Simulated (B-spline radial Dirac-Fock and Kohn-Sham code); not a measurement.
The free zirconium atom: differential elastic cross section for electrons at 914 eV

These are calculated numbers from a radial finite-basis atomic code; the model is relativistic (Dirac) partial waves in the static field of the Dirac-Fock atom with Furness-McCarthy exchange, without polarisation or absorption potentials.

```
θ (°)  dσ/dΩ (a₀²/sr)  Sherman function
    0             253             0.000
   10            19.7             0.000
   20            2.62             0.002
   30           0.884             0.004
   40           0.396            -0.002
   50           0.208            -0.015
   60           0.133            -0.023
   70           0.103            -0.010
   80          0.0894             0.018
   90          0.0747             0.046
  100          0.0525             0.070
  110          0.0296             0.069
  120          0.0248            -0.034
  130          0.0596            -0.068
  140           0.145            -0.045
  150           0.271            -0.027
  160           0.408            -0.016
  170           0.514            -0.007
  180           0.554             0.000
```

Question: What integrated cross sections go with this distribution?

Answer: The total elastic cross section is 11.0 a₀², the first transport cross section 1.80 a₀² and the second, weighted with (3/2) sin²θ, 1.75 a₀². The mean deflection is ⟨1 − cos θ⟩ = 0.163, and 6.4 % of the collisions scatter beyond 90°.

On this grid of angles the cross section has a minimum near 120°, from interference among the few low partial waves with large phase shifts.

Phase shifts modulo π (rad) for κ = −1 to −5: 0.732, -1.017, 0.472, -0.812, 1.567.
